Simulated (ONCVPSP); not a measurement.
## gadolinium: one change to an ONCV potential, before and after

| Item | Value |
| --- | --- |
| Element | gadolinium (Gd) |
| Generator | ONCVPSP 4.0.1 |
| Type | optimised norm-conserving Vanderbilt (ONCV) |
| Functional | PBE |
| Relativity | non-relativistic |
| Frozen core | [Kr] 4d10 |
| Valence charge | 18 |
| Reference configuration | 4f7 5s2 5p6 5d2 6s1 |
| Partial waves | 5s+6s: rc 2.20 bohr, ncon 4, nbas 8, qcut 5.6 1/bohr, 2 projectors; 5p: rc 1.95 bohr, ncon 4, nbas 9, qcut 6.5 1/bohr, 2 projectors, debl 2.7 Ha; 5d: rc 3.30 bohr, ncon 4, nbas 8, qcut 5.7 1/bohr, 1 projector; 4f: rc 1.10 bohr, ncon 4, nbas 8, qcut 16.8 1/bohr, local |
| Local potential | the f channel |
| Core correction | Teter function, fcfact 3.25, rcfact 1.25 |

All-electron outer shells of the reference configuration (PBE, non-relativistic, ld1.x):

```csv
shell,level (eV),outermost node (bohr),outermost maximum (bohr)
4d,-148.64,0.27,0.56
5s,-41.71,0.70,1.27
5p,-24.68,0.72,1.39
4f,-11.06,–,0.56
6s,-3.16,1.72,3.78
5d,-2.09,0.79,1.97
```

Change: d: rc 4.42.

Cutoffs: the cutoffs (Ha) at which the residual kinetic energy of the hardest occupied pseudo-wave falls to 1 and 0.1 mHa per electron; they do not see the model core or the augmentation charge, which bear on the density cutoff. Errors are all-electron minus pseudo energies relative to the spin-unpolarised reference configuration.

Task: What does the change do?

Result: The potential gets neither clearly harder nor softer (114 Ha and 124 Ha → 114 Ha and 124 Ha); both files keep a bound ghost (d, p, s); of the 4 tests that both files solve, the error grows in 4 and shrinks in 0 by more than 15 % and 0.3 meV (median size 1.3 → 13.0 meV). More of the atom is replaced by a form fitted at one configuration, so other configurations suffer.

```csv
quantity,base,changed
"cutoff, loose",114 Ha,114 Ha
"cutoff, tight",124 Ha,124 Ha
loose cutoff by channel,"s 11 Ha, p 15 Ha, d 8.0 Ha, f 114 Ha","s 11 Ha, p 15 Ha, d 6.5 Ha, f 114 Ha"
bound ghosts,"s, p, d","s, p, d"
GHOST(+) flags under 300 eV,s at 74.7 eV,s at 74.7 eV
"error for 4f7 5s2 5p6 5d1 6s2, meV [ΔE -0.79 eV]",-1.9,+13
"error for 4f7 5s2 5p6 5d1 6s1, meV [ΔE 5.37 eV]",-0.7,+12
"error for 4f7 5s2 5p6 5d1 6s0, meV [ΔE 16.69 eV]",+0.4,+9.8
"error for 4f6 5s2 5p6 5d2 6s1, meV [ΔE 18.44 eV]",-197,-305
s: phases at 2.23 bohr within 0.05 rad from the reference energy up to (Ha; the scan ends near 5),2.3,2.3
p: phases at 1.98 bohr within 0.05 rad from the reference energy up to (Ha; the scan ends near 5),to the end of the scan,to the end of the scan
f: phases at 1.11 bohr within 0.05 rad from the reference energy up to (Ha; the scan ends near 5),1.8,1.8
"rms error of d²Exc/dni dnj with the model core, mHa",4.29,4.30
```

 A true bound ghost makes a file unfit for plane-wave use even where its test errors are small: the radial tests pick states by their node count and pass the ghost by.
